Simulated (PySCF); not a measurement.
C3H5ClOSi, SMILES Cl[Si@@H]1CC=CO1.

Coordinates come from a B3LYP-D3(BJ)/def2-SVP optimisation. The structure was generated by enumeration; whether it is a known compound was not checked. Other conformers were not sampled.

All values below come from SMD-ωB97X/def2-SVP (PySCF).

Solvation free energies are E(SMD) − E(gas) at the gas-phase geometry, for 1 M in both phases. In vacuum the dipole moment is 2.05 D.

Task: Estimate the solvation free energies in water, methanol, ethylethanoate. (The exact figures need the calculation; the answer reports its results.)

Result: 
```csv
solvent,ΔG(solv) (kcal/mol),its non-electrostatic (CDS) part,dipole (D)
water,-1.2,3.2,2.78
methanol,-4.3,0.0,2.75
ethylethanoate,-4.3,-1.7,2.51
```
